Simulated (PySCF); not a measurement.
Computed with PBE0-D4/def2-TZVP // PBE0-D4/def2-SVP (PySCF). All species are isolated molecules in the gas phase. One relaxed conformer stands for a flexible species; it need not be the lowest. 

Reference species (SMILES): `[NH2][GeH2][GeH2][CH]=O` (neutral, multiplicity 1).

```yaml
HOMO–LUMO gap: 5.36 eV
LUMO: -1.56 eV
HOMO: -6.92 eV
```

After one change: the HOMO–LUMO gap falls by 0.35 eV; the LUMO decreases by 0.11 eV; the HOMO increases by 0.24 eV.

Q: Which change was made? The new species is one of these.
A) `[NH2][GeH2][CH]=O`
B) `[NH2][GeH2][GeH2][GeH2][GeH2][CH]=O`
C) `[NH2][GeH2][GeH2][GeH2][CH]=O`

A: B, `[NH2][GeH2][GeH2][GeH2][GeH2][CH]=O`
